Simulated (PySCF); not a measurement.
PySCF input file for Si(H)2(Me)(OAc) (C3H8O2Si), SMILES C[SiH2]OC(C)=O, PBE-D3(BJ)/def2-SVP. Geometry optimised at PBE-D3(BJ)/def2-SVP. One conformer was computed; it need not be the lowest.

```python
import numpy as np
from pyscf import gto, scf, dft, df
from pyscf.hessian import thermo

mol = gto.M(
    atom='''
    Si   -1.18930980    0.56318276    0.66431635
    C    -2.19483075   -0.88547288    0.03036022
    O     0.51213123    0.18874072    0.73543612
    C     1.13869415   -0.03228841   -0.44507188
    C     2.61130274   -0.31066926   -0.27270622
    O     0.54682702   -0.00054416   -1.51206836
    H    -1.48854949    0.84257701    2.10747449
    H    -1.38333718    1.81367610   -0.14073357
    H    -3.27873880   -0.66402337    0.11465113
    H    -1.98300153   -1.79767137    0.62363059
    H    -1.94970091   -1.08255909   -1.03076968
    H     2.75329115   -1.18435954    0.39402080
    H     3.09943072    0.55187256    0.22334743
    H     3.07828024   -0.49905995   -1.25448464
    ''',
    basis='def2-SVP',
    charge=0,
    spin=0,
    max_memory=1600,
    verbose=3,
)
mf = dft.RKS(mol, xc='pbe').density_fit(auxbasis='def2-universal-jkfit')
mf.disp = 'd3bj'
mf.grids.level = 3
mf.conv_tol = 1e-11
mf.max_cycle = 100
mf.kernel()

# [left out here: the lines that compute and print the analytic Hessian (its translational invariance restored by hand, since the grid's response is missing), thermochemistry and intensities]
```

Program output:

```
[...]
Normal mode                   x     y     z       x     y     z       x     y     z
       0  Si                -0.01  0.00  0.00    0.00  0.00 -0.00   -0.01 -0.01 -0.00
       1   C                -0.01  0.00 -0.00    0.00 -0.00  0.00    0.08  0.10  0.05
       2   O                 0.08 -0.02 -0.04   -0.00 -0.02  0.00    0.00  0.00  0.00
       3   C                -0.03  0.01  0.00    0.03  0.15 -0.01    0.01 -0.00 -0.01
       4   C                -0.01  0.02  0.14   -0.02 -0.12  0.01   -0.00  0.00  0.00
       5   O                -0.03  0.00 -0.04   -0.01 -0.03  0.00   -0.00 -0.00  0.00
       6   H                -0.11  0.02 -0.02    0.00 -0.00  0.00    0.02  0.03 -0.01
       7   H                -0.08 -0.01  0.00   -0.01 -0.00 -0.00    0.02  0.01  0.03
       8   H                -0.01 -0.02 -0.00    0.00  0.00 -0.00   -0.07 -0.45 -0.22
       9   H                 0.02  0.01  0.01   -0.00 -0.00 -0.00   -0.33 -0.23 -0.29
      10   H                 0.01 -0.00  0.00   -0.00 -0.00 -0.00   -0.36 -0.37  0.02
      11   H                 0.30 -0.15 -0.15    0.44  0.03  0.10   -0.01 -0.01 -0.01
      12   H                 0.32 -0.00 -0.16   -0.40  0.18 -0.12   -0.01  0.01 -0.01
      13   H                -0.52  0.09 -0.12    0.06  0.26 -0.02   -0.03  0.01 -0.01
Mode                                21                  22                  23
Irrep
Freq [cm^-1]                     1250.1249           1331.9136           1373.0631
Reduced mass [au]                   2.5248              1.8302              1.0504
Force const [Dyne/A]                2.3248              1.9129              1.1667
Char temp [K]                    1798.6513           1916.3271           1975.5321
Normal mode                   x     y     z       x     y     z       x     y     z
       0  Si                -0.01 -0.00 -0.00    0.00  0.00  0.00   -0.00 -0.00  0.01
       1   C                 0.00 -0.01  0.00   -0.00  0.00 -0.00   -0.02 -0.01  0.05
       2   O                -0.05  0.02  0.07    0.03 -0.01 -0.03    0.01 -0.00 -0.01
       3   C                 0.16 -0.04 -0.11   -0.10  0.03  0.07   -0.01  0.00  0.00
       4   C                 0.01  0.00  0.04    0.14 -0.03  0.00    0.01 -0.00 -0.00
       5   O                -0.03  0.01  0.00    0.01 -0.00 -0.01    0.00 -0.00  0.00
       6   H                 0.07 -0.01  0.02   -0.03  0.00 -0.01    0.00  0.02 -0.00
       7   H                 0.05  0.02 -0.00   -0.02 -0.01  0.00    0.01 -0.01 -0.01
       8   H                 0.01  0.05 -0.01   -0.01 -0.03  0.04    0.02  0.37 -0.57
       9   H                 0.03  0.01  0.02   -0.03 -0.01 -0.01    0.55 -0.01 -0.17
      10   H                -0.00  0.04 -0.01    0.04 -0.02  0.01   -0.35 -0.15 -0.01
      11   H                -0.26 -0.12 -0.08   -0.43 -0.09  0.04   -0.02 -0.00  0.00
      12   H                -0.19  0.19 -0.11   -0.37  0.25  0.01   -0.02  0.01  0.01
      13   H                -0.36  0.06 -0.14   -0.25  0.02 -0.19   -0.01 -0.01 -0.01
Mode                                24                  25                  26
Irrep
Freq [cm^-1]                     1386.0540           1391.1695           1394.5432
Reduced mass [au]                   1.0501              1.0506              1.0458
Force const [Dyne/A]                1.1886              1.1979              1.1983
Char temp [K]                    1994.2231           2001.5832           2006.4371
Normal mode                   x     y     z       x     y     z       x     y     z
       0  Si                -0.00  0.00  0.00    0.00 -0.00  0.00   -0.00 -0.00 -0.00
       1   C                -0.00  0.00 -0.00    0.05 -0.04  0.00    0.00  0.00 -0.00
       2   O                -0.00  0.00  0.00    0.00 -0.00 -0.00   -0.00 -0.00  0.00
       3   C                 0.02 -0.01 -0.00   -0.01  0.00  0.00    0.01  0.02 -0.00
       4   C                 0.02 -0.01 -0.04    0.01 -0.00 -0.00    0.01  0.05 -0.00
       5   O                -0.02  0.00 -0.02    0.00 -0.00  0.00   -0.00 -0.00  0.00
       6   H                 0.00 -0.00  0.00   -0.02  0.01 -0.01    0.00  0.00  0.00
       7   H                 0.00  0.00 -0.00   -0.02 -0.00  0.01    0.00  0.00  0.00
       8   H                 0.00  0.01  0.01   -0.03 -0.22 -0.31   -0.00 -0.00  0.00
       9   H                 0.00 -0.01 -0.01   -0.18  0.23  0.47   -0.00 -0.00  0.00
      10   H                 0.01 -0.01  0.00   -0.44  0.51 -0.21    0.00  0.00  0.00
      11   H                 0.14  0.38  0.45   -0.00  0.01  0.01    0.33 -0.15 -0.31
      12   H                 0.00 -0.31  0.52   -0.01 -0.00  0.02   -0.34  0.05  0.32
      13   H                -0.39  0.05 -0.24   -0.01  0.00 -0.01   -0.14 -0.69  0.07
Mode                                27                  28                  29
Irrep
Freq [cm^-1]                     1761.6928           2188.3812           2193.2029
Reduced mass [au]                  11.4011              1.0305              1.0524
Force const [Dyne/A]               20.8477              2.9076              2.9825
Char temp [K]                    2534.6836           3148.5933           3155.5307
Normal mode                   x     y     z       x     y     z       x     y     z
       0  Si                -0.00 -0.00 -0.00   -0.01  0.03  0.01   -0.00 -0.01  0.04
       1   C                 0.00 -0.00  0.00   -0.00 -0.00 -0.00   -0.00 -0.00  0.00
       2   O                 0.01 -0.00  0.01   -0.00  0.00  0.00    0.00 -0.00  0.00
       3   C                -0.12  0.01 -0.19    0.00 -0.00 -0.00    0.00  0.00  0.00
       4   C                 0.02 -0.00  0.01   -0.00  0.00  0.00   -0.00 -0.00 -0.00
       5   O                 0.07 -0.00  0.13    0.00 -0.00  0.00   -0.00  0.00 -0.00
       6   H                 0.02 -0.01  0.00    0.13 -0.11 -0.63    0.14 -0.14 -0.70
       7   H                 0.01  0.02 -0.00    0.09 -0.60  0.40   -0.08  0.54 -0.34
       8   H                 0.00  0.00  0.02   -0.00  0.01  0.00   -0.00 -0.00  0.00
       9   H                -0.01 -0.00 -0.00    0.00  0.00  0.00   -0.00 -0.01  0.00
      10   H                 0.02  0.01  0.00    0.00  0.00  0.00    0.00  0.00  0.01
      11   H                 0.04  0.01  0.03    0.00  0.00  0.00   -0.00 -0.00  0.00
      12   H                 0.03 -0.02  0.03    0.00 -0.00  0.00   -0.00  0.00  0.00
      13   H                -0.06  0.01 -0.04   -0.00  0.00 -0.00    0.00  0.00  0.00
Mode                                30                  31                  32
Irrep
Freq [cm^-1]                     2980.9782           2992.7421           3076.7842
Reduced mass [au]                   1.0354              1.0371              1.1010
Force const [Dyne/A]                5.4209              5.4727              6.1410
Char temp [K]                    4288.9639           4305.8896           4426.8074
Normal mode                   x     y     z       x     y     z       x     y     z
       0  Si                 0.00  0.00  0.00   -0.00  0.00 -0.00    0.00 -0.00  0.00
       1   C                -0.03 -0.04 -0.01   -0.00 -0.00  0.00    0.00 -0.00  0.00
       2   O                -0.00  0.00 -0.00    0.00 -0.00  0.00   -0.00 -0.00  0.00
       3   C                 0.00  0.00 -0.00    0.00 -0.00 -0.00    0.00  0.00 -0.00
       4   C                 0.00  0.00  0.00   -0.05  0.01 -0.02    0.02  0.09 -0.01
       5   O                 0.00  0.00 -0.00    0.00  0.00  0.00    0.00  0.00 -0.00
       6   H                -0.00 -0.00 -0.00   -0.00  0.00  0.00   -0.00 -0.00 -0.00
       7   H                 0.00 -0.00 -0.00    0.00 -0.00  0.00    0.00  0.00 -0.00
       8   H                 0.61 -0.14 -0.05    0.00 -0.00 -0.00   -0.02  0.00  0.00
       9   H                -0.12  0.47 -0.31   -0.00  0.00 -0.00   -0.00  0.02 -0.01
      10   H                -0.12  0.08  0.47   -0.00  0.00  0.00   -0.00  0.00  0.00
      11   H                -0.00  0.00 -0.00    0.07 -0.49  0.37    0.09 -0.52  0.41
      12   H                -0.00 -0.00 -0.00    0.27  0.49  0.27   -0.30 -0.52 -0.31
      13   H                -0.00  0.00  0.00    0.18 -0.08 -0.40    0.01  0.01 -0.01
Mode                                33                  34                  35
Irrep
Freq [cm^-1]                     3078.2740           3101.4690           3126.7234
Reduced mass [au]                   1.1018              1.1031              1.1064
Force const [Dyne/A]                6.1511              6.2517              6.3730
Char temp [K]                    4428.9509           4462.3234           4498.6587
Normal mode                   x     y     z       x     y     z       x     y     z
       0  Si                 0.00 -0.00  0.00    0.00  0.00 -0.00   -0.00  0.00 -0.00
       1   C                 0.07 -0.06  0.02    0.03  0.01 -0.08    0.00  0.00 -0.00
       2   O                -0.00  0.00 -0.00   -0.00 -0.00  0.00   -0.00  0.00  0.00
       3   C                -0.00 -0.00 -0.00   -0.00 -0.00 -0.00   -0.00  0.00 -0.00
       4   C                -0.00 -0.00  0.00   -0.00  0.00  0.00    0.02 -0.01 -0.09
       5   O                 0.00  0.00  0.00    0.00  0.00  0.00    0.00  0.00  0.00
       6   H                -0.00  0.00  0.00    0.00  0.00  0.01    0.00 -0.00  0.00
       7   H                 0.00  0.00 -0.00   -0.00 -0.00  0.00    0.00 -0.00  0.00
       8   H                -0.66  0.13  0.05   -0.26  0.06  0.01   -0.00  0.00  0.00
       9   H                -0.12  0.54 -0.36    0.08 -0.33  0.20    0.00 -0.00  0.00
      10   H                -0.01  0.01  0.10   -0.18  0.15  0.79   -0.00  0.00  0.00
      11   H                -0.00  0.02 -0.01    0.00 -0.00  0.00    0.04 -0.25  0.18
      12   H                 0.01  0.01  0.01   -0.00 -0.00 -0.00    0.13  0.23  0.12
      13   H                -0.00 -0.00  0.00    0.00 -0.00 -0.00   -0.36  0.14  0.75
temperature 298.1500 [K]
pressure 101325.00 [Pa]
Rotational constants [GHz] 5.81022 1.73825 1.53684
Symmetry number 1
Zero-point energy (ZPE) 0.10276 [Eh]   269792.334 [J/mol]
                           tot       elec      trans        rot        vib
Entropy [J/mol/K]       377.497      0.000    166.691    114.762     96.044
Cv [J/mol/K]            122.907      0.000     12.472     12.472     97.963
Cp [J/mol/K]            131.221      0.000     20.786     12.472     97.963
Internal energy [J/mol]                      3718.434   3718.434 284924.852
Internal energy [Eh]   -558.27464  -558.38600
Enthalpy [J/mol]                             6197.391   3718.434 284924.852
Enthalpy [Eh]          -558.27370
Gibbs free energy [J/mol]                  -43501.469 -30497.891 256289.221
Gibbs free energy [Eh] -558.31657
mode   freq/cm-1   IR/(km/mol)
   1       72.26         3.710
   2       96.54         0.291
   3      108.58         0.905
   4      141.73         8.213
   5      161.15         1.514
   6      233.37         7.096
   7      364.46         6.154
   8      485.08         7.501
   9      571.78         1.477
  10      586.85         1.177
  11      660.49        11.175
  12      696.64        14.156
  13      736.38        36.051
  14      762.40        42.625
  15      853.91        29.477
  16      888.32       357.586
  17      925.92        95.625
  18      934.93        31.200
  19      977.48        36.183
  20     1009.07         8.288
  21     1211.30        32.350
  22     1250.12       244.761
  23     1331.91       165.212
  24     1373.06         6.525
  25     1386.05        14.176
  26     1391.17         7.220
  27     1394.54        10.033
  28     1761.69       191.660
  29     2188.38        94.347
  30     2193.20       122.352
  31     2980.98         1.472
  32     2992.74         0.716
  33     3076.78         1.079
  34     3078.27         2.355
  35     3101.47         0.165
  36     3126.72         2.628
max |gradient| / (hartree/bohr): 3.4547595853593936e-05
APT charges: [ 1.4356 -0.3892 -1.0243  1.0938 -0.1391 -0.6632 -0.2655 -0.2667  0.031
  0.0272  0.0574  0.0374  0.0388  0.0266]
```

The run converged.
